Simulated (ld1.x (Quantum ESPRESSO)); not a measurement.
What one change does to a pseudopotential (Br, TM)

* Element: bromine (Br)
* Generator: ld1.x (Quantum ESPRESSO) 7.5
* Type: norm-conserving Troullier–Martins (Kleinman–Bylander form)
* Functional: Wu–Cohen
* Relativity: scalar-relativistic
* Frozen core: [Ar]
* Valence charge: 17
* Reference configuration: 3d10 4s2 4p5
* Partial waves: 4s (bound): rc 1.15 bohr; 4p (bound): rc 1.20 bohr; 3d (bound): rc 0.65 bohr
* Local potential: all-electron potential smoothed inside 0.55 bohr (lloc = -2)
* Core correction: a·sin(br)/r model core, default radius (core density twice the valence density)

All-electron outer shells of the reference configuration (Wu–Cohen, scalar-relativistic, ld1.x):

```tsv
shell	level (eV)	outermost node (bohr)	outermost maximum (bohr)
3s	-237.75	0.23	0.48
3p	-173.35	0.21	0.48
3d	-66.72	–	0.43
4s	-20.16	0.67	1.41
4p	-7.86	0.70	1.66
```

Change: wave 4p (bound): rc 1.20 bohr becomes 4p (bound): rc 1.06 bohr.

Cutoffs: the cutoffs (Ry, on a coarse ladder) from which the occupation-weighted sum of valence levels, in a spherical-Bessel basis at the reference potential, stays within 10 and 1 mRy of its value at 400 Ry; they do not see the model core or the augmentation charge, which bear on the density cutoff. Errors are all-electron minus pseudo energies relative to the spin-unpolarised reference configuration.

Problem. What does the change do?

Solution. Both files keep a bound ghost (p, s); of the 7 tests that both files solve, the error grows in 7 and shrinks in 0 by more than 15 % and 0.3 meV (median size 22.0 → 52.5 meV). That the errors move this way runs against the usual rule that smaller radii transfer better.

| quantity | base | changed |
| --- | --- | --- |
| bound ghosts | s, p | s, p |
| error for 3d10 4s2 4p4, meV [ΔE 12.56 eV] | -6.1 | -13 |
| error for 3d10 4s2 4p3, meV [ΔE 35.36 eV] | -22 | -52 |
| error for 3d10 4s2 4p2, meV [ΔE 69.41 eV] | -38 | -99 |
| error for 3d10 4s2 4p1, meV [ΔE 115.55 eV] | -29 | -101 |
| error for 3d9 4s2 4p5, meV [ΔE 78.46 eV] | -1296 | -1852 |
| error for 3d10 4s2 4p4.5, meV [ΔE 5.08 eV] | -1.7 | -3.3 |
| error for 3d10 4s1 4p6, meV [ΔE 12.40 eV] | -4.4 | -7.9 |

 A true bound ghost makes a file unfit for plane-wave use even where its test errors are small: the radial tests pick states by their node count and pass the ghost by.
